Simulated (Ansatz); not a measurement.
Start from `C=N[SiH](O)S` and change one atom or group to get `OC[SiH](O)S`.

Ansatz, PBE0-D4/def2-TZVP geometries, multiplicity 1. Each molecule was computed in one conformer, which needn't be the lowest.

| property | `C=N[SiH](O)S` |
| --- | --- |
| HOMO–LUMO gap (B3LYP/def2-TZVPP) / eV | 5.72 |
| HOMO energy (B3LYP/def2-TZVPP) / eV | -7.16 |
| size of the dipole moment (B3LYP/def2-TZVPP) / D | 0.98 |
| HOMO energy (ωB97M-V/def2-TZVPP) / eV | -9.69 |
| size of the dipole moment (PBE/def2-TZVPP) / D | 0.84 |
| LUMO energy (ωB97M-V/def2-TZVPP) / eV | 1.03 |

(1) What does the change do to each property? (An estimate is asked.)

## Answers

(1) Ansatz gave: 
```tsv
property	`OC[SiH](O)S`	shift
HOMO–LUMO gap (B3LYP/def2-TZVPP) / eV	7.26	1.54
HOMO energy (B3LYP/def2-TZVPP) / eV	-7.38	-0.22
size of the dipole moment (B3LYP/def2-TZVPP) / D	0.28	-0.70
HOMO energy (ωB97M-V/def2-TZVPP) / eV	-9.85	-0.16
size of the dipole moment (PBE/def2-TZVPP) / D	0.26	-0.58
LUMO energy (ωB97M-V/def2-TZVPP) / eV	1.83	0.80
```

With PBE0 the HOMO falls by 0.22 eV and the LUMO rises by 1.39 eV, so the gap widens by about 1.61 eV. PBE moves the HOMO by -0.20 eV and ωB97M-V by -0.16 eV. Dipoles are sizes alone; their direction can turn.

Positive LUMOs are unbound, so they and the gaps depend on the basis.

B3LYP here is the variant with VWN-RPA as its local correlation; programs differ in this.
